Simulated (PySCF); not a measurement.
In(H)2(F)(NH3), H5FInN, singlet (B3LYP/def2-SVP optimised geometry):

```
8

In    -0.262    -0.390     0.000
H     -1.467    -1.504    -0.542
H      1.467    -0.390     0.000
F     -0.980     1.504     0.000
N     -0.828    -0.001     2.286
H     -0.087     0.086     2.983
H     -1.611    -0.503     2.708
H     -1.144     0.942     2.020
```

Method: B3LYP/def2-TZVP, def2 effective core potentials past Kr (PySCF).

**Question.** What are the frontier orbital energies and the dipole moment?

**Answer.** HOMO-2 -8.90 eV, HOMO-1 -8.67 eV, HOMO -7.74 eV, LUMO -0.76 eV, LUMO+1 -0.20 eV; dipole moment 4.55 D.

On the same geometry PySCF with PBE/def2-TZVP, def2 effective core potentials past Kr gives HOMO-2 -7.51 eV, HOMO-1 -7.17 eV, HOMO -6.54 eV, LUMO -1.17 eV, LUMO+1 -0.68 eV; dipole moment 4.48 D.
